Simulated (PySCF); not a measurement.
A structure optimised at PBE-D3(BJ)/def2-SVP, used in a PySCF frequency run:

```xyz
10

Al    -0.0235     0.0207    -0.0210
C      1.7561    -0.2925    -0.7699
H      2.2772    -1.1479    -0.2933
H      2.3947     0.6054    -0.6195
H      1.7161    -0.4721    -1.8643
C     -0.7143    -0.6273     1.6905
H     -1.3834    -1.4998     1.5246
H     -1.3233     0.1440     2.2060
H      0.0894    -0.9573     2.3802
F     -1.0795     0.9531    -0.9539
```

Problem. Write its SMILES and formula.

Solution. [CH3][Al]([CH3])[F], C2H6AlF

Problem. What are its rotational constants (standard atomic weights)?

Solution. 5.9749, 4.8290, 2.7637 GHz
